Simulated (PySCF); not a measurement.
C₆ coefficients of unlike pairs at PW91

Calculated with PySCF 2.14 from the dipole response of each species, C₆(A,B) = (3/π) ∫ α_A(iu) α_B(iu) du, in atomic units, from isotropic polarisabilities. For ions this is the dispersion term alone; charge-induced terms of lower order in 1/R come first.

| species | configuration | basis | relativity | α (bohr³) | C₆ (like pair) |
| --- | --- | --- | --- | --- | --- |
| Ne²⁺ | [He] 2s2 2p4 (3P) | aug-cc-pwCVTZ (7s6p4d2f) | none | 0.8722 | 1.112 |
| Al | [Ne] 3s2 3p1 (2P) | dyall-acv3z (19s12p6d4f) | spin-free X2C | 64.54 | 570.9 |
| Ne⁺ | [He] 2s2 2p5 (2P) | aug-cc-pwCVTZ (7s6p4d2f) | none | 1.368 | 2.440 |

(1) Estimate C₆ for Al with Ne²⁺.

No spin-orbit coupling is included.

The other pairs:

```csv
pair,C₆
"Ne⁺, Ne²⁺",1.643
"Ne⁺, Al",23.33
```

Results:

(1) The integral gives 15.04. The combination rule 2 C_A C_B / (C_A α_B/α_A + C_B α_A/α_B) gives 14.11 and the geometric mean 25.20.
